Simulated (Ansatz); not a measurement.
## A geometry optimisation of BeFH3OSi with PBE0-D3(BJ)/def2-SVP

The starting geometry of this gas-phase singlet was optimised with GFN2-xTB.

```xyz
7

Be   -0.6507   -1.3638    0.1098
F     0.3327   -1.0167   -0.8870
O    -0.6664   -0.0498    1.2262
Si    0.3195    1.0402    0.8490
H    -0.0587    2.1601    0.0050
H     1.6838    1.0442    1.3470
H    -1.4312   -2.3667    0.2948
```

Question: Predict what it relaxes into with PBE0-D3(BJ)/def2-SVP.

Answer: It rearranges to `[BeH][O][SiH2]F`. Distances that change by over a tenth: Be1–O3 (1.72 → 1.43 Å). Contacts that open: Be1–F2 (1.44 → 3.82 Å). Contacts that close: F2–Si4 (2.69 → 1.62 Å).

The energy falls by 2.16 eV over 18 steps:

```tsv
step	E − E(last) (eV)
1	2.161
3	1.265
5	0.552
7	0.422
9	0.258
10	0.186
12	0.071
14	0.005
16	0.000
18	0.000
```

Final geometry (Å):

```xyz
7

Be   -1.2638   -1.6318    0.6851
F     1.4110    0.5076   -1.0142
O    -0.4505   -0.4638    0.5987
Si    0.5595    0.7957    0.3332
H    -0.2235    2.0373    0.1101
H     1.5249    0.9191    1.4543
H    -2.0286   -2.7166    0.7776
```

The end wasn't checked by frequencies. Run with Ansatz 0.2.0, 27 s on 2 threads of Intel(R) Xeon(R) Processor @ 2.70GHz, with other jobs on the host.
